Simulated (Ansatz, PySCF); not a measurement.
C₄H₉B, singlet, geometry from GFN2-xTB. Base run: CASSCF(2,4)/6-31G run with PySCF.

PySCF was given this input:
```python
from pyscf import gto, scf, mcscf
import numpy

mol = gto.M(
    atom='''
B    -0.34534845    0.92490459    0.79565116
C     0.42838477   -0.34815975    0.27007509
C    -0.41915859   -1.36306632   -0.42564819
C    -0.27480099   -1.72001943   -1.68851839
H     0.85235962   -0.81635926    1.16815313
H     1.27884591   -0.08366778   -0.36232682
H    -1.20982503   -1.79745752    0.17288548
H     0.50055676   -1.30189980   -2.31050391
H    -0.92067516   -2.44259787   -2.15799800
H    -1.49696067    0.86806634    1.01039215
C     0.42225172    2.27137875    1.04740003
H     0.14433768    2.73588389    1.99205490
H     0.13206105    2.98479136    0.27454956
H     1.50598069    2.18791811    1.01468646
''',
    basis='6-31g',
    verbose=4,
)

mf = scf.RHF(mol)
mf.kernel()
mc = mcscf.CASSCF(mf, 4, 2)
mc.fix_spin_(ss=0.0)
mc.kernel()
occ = numpy.linalg.eigvalsh(mc.fcisolver.make_rdm1(mc.ci, mc.ncas, mc.nelecas))[::-1]
ss = mc.fcisolver.spin_square(mc.ci, mc.ncas, mc.nelecas)[0]
print('natural occupations', occ.round(4), ' <S^2>', round(ss, 4))
```

Programs used: Ansatz (a quantum-chemistry and plane-wave program), PySCF; a row that names a program was run with it.

The base run was repeated with changes; each row names its change, and settings that it needs were set with it.

```tsv
change	ΔE vs base (kcal/mol)	natural occupations	<S^2> of the state
base	0.000	1.91 0.08 0.00 0.00	0.00
start = MP2 natural orbitals	0.000	1.91 0.08 0.00 0.00	0.00
orbitals = fixed (CASCI); correction = SC-NEVPT2	-241.4	1.95 0.05 0.00 0.00	0.00
active space = 2 electrons, 2 orbitals	1.33	1.91 0.09	0.00
state_average = 2 states	14.77	-	-
solver = newton	0.000	1.91 0.08 0.00 0.00	0.00
active space = 4 electrons, 5 orbitals	-11.52	1.98 1.91 0.09 0.02 0.00	0.00
fix_spin_ = off	0.000	1.91 0.08 0.00 0.00	0.00
conv_tol = 1e-5	0.002	1.91 0.08 0.00 0.00	0.00
code = ansatz	0.007	-	-
active space = 4 electrons, 3 orbitals	12.13	2.00 1.99 0.01	0.00
```

Active orbitals are taken around the Fermi level unless the row says otherwise; CASSCF can end in different local minima, and two programs can end on different orbitals. State-averaged rows give the lowest state.
